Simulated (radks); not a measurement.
Initial-state core-level shifts of the rhenium ion Re+ when its valence configuration changes from [Xe] 4f14 5d5 6s1. Method: Dirac Kohn-Sham, PBEsol, spin-unpolarised, spherical densities, point nucleus; open shells fill j = l - 1/2 first; computed with a radial shooting solver on a logarithmic mesh with Libxc functionals. Shifts are changes of the shell-averaged eigenvalues in eV (positive: less bound).

valence	1s	2s	4p	5s
4f13 5d5 6s2	-13.119	-14.215	-14.083	-7.203
4f12.5 5d5.5 6s2	-18.498	-20.098	-19.843	-9.387
4f14 5d4.5 6s1.5	-1.336	-1.409	-1.391	-1.351
4f14 5d4 6s1 6p1	-3.979	-4.118	-4.086	-3.986
4f12 5d5 6s1 6p2	-29.773	-32.066	-31.558	-17.166
4f13 5d6 6s1	-10.171	-11.108	-11.029	-4.277
4f14 5d5 6p1	-1.239	-1.221	-1.232	-1.230
4f11 5d6 6s1 6p2	-41.317	-44.725	-43.672	-21.566
4f13 5d5 6s1 6p1	-14.360	-15.441	-15.320	-8.431
